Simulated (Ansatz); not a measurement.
Consider the cleavage of the Si–Ge bond: `C[O][GeH]([CH3])[SiH3]` + `BN[SiH2]Cl` → `BN([SiH3])[SiH2]Cl` + `C[O][GeH2][CH3]`.

Program: Ansatz. Geometries: PBE0-D4/def2-TZVP. ΔE: electronic, gas phase. CBS: MP2 limit from def2 TZ/QZ plus the TZ coupled-cluster correction, frozen cores. DFT in def2-TZVPP. B3LYP here is the variant with VWN-RPA as its local correlation; programs differ in this. HSE06 is defined as in plane-wave codes. For Ge outer-core shells are correlated without core-valence functions, which leaves a few kJ/mol of doubt a bond. Scalar relativity is left out up to krypton. Each species was taken in one conformer, which may not be the lowest.

`C[O][GeH]([CH3])[SiH3]`:

```xyz
15

C    -1.795    0.167    1.543
O    -0.608    0.778    1.110
Ge    0.579   -0.206    0.199
C     2.127    0.957    0.035
Si   -0.369   -0.850   -1.903
H    -1.604   -0.700    2.191
H    -2.366    0.900    2.120
H    -2.424   -0.167    0.707
H     0.892   -1.457    1.061
H     2.940    0.444   -0.481
H     1.860    1.852   -0.528
H     2.466    1.252    1.029
H    -1.628   -1.621   -1.712
H     0.596   -1.706   -2.646
H    -0.666    0.355   -2.723
```

`BN[SiH2]Cl`:

Cartesian coordinates in Å:
```
B 0.098 -1.551 -0.291
N 0.495 -0.211 -0.402
Si -0.351 1.149 0.252
Cl 0.631 1.913 1.888
H -0.916 -1.805 0.293
H 0.770 -2.410 -0.783
H 1.361 -0.023 -0.890
H -0.399 2.241 -0.744
H -1.689 0.696 0.676
```

`BN([SiH3])[SiH2]Cl`:

```xyz
12

B    -0.266    1.409    0.881
N    -0.098    0.206    0.160
Si   -0.163    0.291   -1.598
Si    0.217   -1.291    0.977
Cl    2.137   -1.910    0.584
H    -0.196    1.412    2.077
H    -0.483    2.424    0.278
H    -0.076   -1.098   -2.117
H     0.972    1.090   -2.117
H    -1.444    0.908   -2.018
H    -0.677   -2.350    0.461
H     0.076   -1.091    2.432
```

`C[O][GeH2][CH3]`:

Cartesian coordinates in Å:
```
C 0.083 -2.072 0.607
O 0.579 -0.862 0.098
Ge -0.533 0.528 -0.017
C 0.538 1.968 -0.744
H 0.895 -2.804 0.605
H -0.738 -2.474 -0.003
H -0.279 -1.970 1.640
H -1.712 0.126 -0.932
H -1.073 0.829 1.401
H 0.925 1.681 -1.722
H -0.061 2.874 -0.853
H 1.376 2.176 -0.079
```

| level | ΔE (kcal/mol) | difference from CCSD(T)/CBS |
| --- | --- | --- |
| LDA (SPW92) | -3.0 | 3.7 |
| PBE-D4 | -2.0 | 4.7 |
| revPBE-D4 | -3.0 | 3.7 |
| BLYP-D4 | -4.6 | 2.1 |
| r2SCAN-D4 | -4.8 | 1.9 |
| B97M-V | -5.9 | 0.8 |
| B3LYP-D4 | -5.5 | 1.2 |
| r2SCANh-D4 | -5.1 | 1.6 |
| r2SCAN0-D4 | -5.6 | 1.1 |
| HSE06-D4 | -3.5 | 3.2 |
| BHLYP-D4 | -7.5 | -0.8 |
| CAM-B3LYP-D4 | -6.6 | 0.1 |
| ωB97X-V | -6.2 | 0.5 |
| ωB97M-V | -6.8 | -0.1 |
| B2PLYP | -6.1 | 0.6 |
| PBE-QIDH | -6.1 | 0.6 |
| PBE | -1.3 | 5.4 |
| revPBE | -0.7 | 6.0 |
| BLYP | -2.9 | 3.8 |
| r2SCAN | -4.7 | 2.0 |
| PBE0 | -3.1 | 3.6 |
| B3LYP | -4.4 | 2.3 |
| r2SCANh | -5.0 | 1.7 |
| r2SCAN0 | -5.5 | 1.2 |
| HSE06 | -3.0 | 3.7 |
| BHLYP | -6.7 | 0.0 |
| CAM-B3LYP | -6.1 | 0.6 |
| LC-ωPBE | -5.2 | 1.5 |
| HF/def2-SVP | -8.6 | -1.9 |
| MP2/def2-SVP | -7.9 | -1.2 |
| CCSD(T)/def2-SVP | -6.6 | 0.1 |
| HF/def2-TZVPP | -9.2 | -2.5 |
| MP2/def2-TZVPP | -8.2 | -1.5 |
| SCS-MP2/def2-TZVPP | -8.6 | -1.9 |
| CCSD/def2-TZVPP | -6.9 | -0.2 |
| CCSD(T)/def2-TZVPP | -6.7 | 0.0 |
| HF/def2-QZVPP | -9.7 | -3.0 |
| MP2/def2-QZVPP | -8.5 | -1.8 |
| SCS-MP2/def2-QZVPP | -8.9 | -2.2 |
| MP2/CBS(def2) | -8.3 | -1.6 |
| CCSD(T)/CBS | -6.7 | 0 |

Largest T1 diagnostic among the species: 0.012.

From PBE to PBE0 (25 % exact exchange), in def2-TZVPP and without D4, ΔE moves by −1.7 kcal/mol. In def2-TZVPP, CCSD(T) changes the Hartree–Fock value by +2.5 kcal/mol (the triples alone add +0.2 kcal/mol) and MP2 by +0.9 kcal/mol.
